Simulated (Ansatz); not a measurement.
A structure drawn as `C#C[Si](Cl)(Cl)C#C`, with this starting geometry:

Cartesian coordinates in Å:
```
C 0.767 1.079 2.425
C 0.497 0.864 1.221
Si 0.065 0.582 -0.590
Cl 1.550 1.159 -1.755
Cl -1.472 1.883 -1.097
C -0.480 -1.172 -0.971
C -0.822 -2.285 -1.201
H 1.009 1.223 3.387
H -1.114 -3.333 -1.420
```

The species carries charge 0 and has multiplicity 1.

Question: Relax it with Ansatz at PBE-D4/def2-SVP and then PBE0-D4/def2-TZVP. Is the drawn bonding still there?

Answer: Yes, every drawn bond is still there and no new one forms.

Question: Give the relaxed structure. (An estimate is asked.)

Answer: The calculation gave: 
```xyz
9

C     1.993    1.552   -0.679
C     1.310    0.603   -0.390
Si    0.281   -0.815    0.044
Cl    1.041   -1.711    1.703
Cl    0.288   -2.143   -1.495
C    -1.415   -0.296    0.373
C    -2.547    0.055    0.592
H     2.598    2.391   -0.936
H    -3.549    0.364    0.786
```
All modes are real.

Atoms count as bonded under 1.1 times the sum of their covalent radii (H–H under 0.85 Å, pairs among N, O and F under 1.55 Å), and a drawn bond as lost past 1.3 times.
